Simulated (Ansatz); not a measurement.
`O[SiH2][SiH2][GeH3]` + `NB(O)Cl` → `NB(Cl)[O][GeH3]` + `O[SiH2][SiH3]`  (cleavage of the Ge–Si bond)

Calculated with Ansatz (gas phase, PBE0-D4/def2-TZVP geometries, no zero-point term in ΔE). CCSD(T)/CBS adds triple-zeta CCSD(T) − MP2 to the extrapolated MP2 energy (def2 sets, frozen cores). For Ge outer-core shells are correlated without core-valence functions, which leaves a few kJ/mol of doubt a bond. Scalar relativity is left out up to krypton. One conformer a species, not always the lowest.

```json
{"species": "`O[SiH2][SiH2][GeH3]`", "SCS-MP2/def2-TZVPP energy (Eh)": "-2733.60960"}
{"species": "`NB(O)Cl`", "SCS-MP2/def2-TZVPP energy (Eh)": "-616.20474"}
{"species": "`NB(Cl)[O][GeH3]`", "SCS-MP2/def2-TZVPP energy (Eh)": "-2692.99001"}
{"species": "`O[SiH2][SiH3]`", "SCS-MP2/def2-TZVPP energy (Eh)": "-656.82586"}
```

Work out ΔE.

ΔE = (-2692.99001) + (-656.82586) − (-2733.60960) − (-616.20474) = -0.00153 Eh = -4.0 kJ/mol. CCSD(T)/CBS gives +9.1 kJ/mol.

Largest T1 diagnostic among the species: 0.012.

In def2-TZVPP, CCSD(T) changes the Hartree–Fock value by +18.6 kJ/mol (the triples alone add +1.2 kJ/mol) and MP2 by +17.3 kJ/mol.
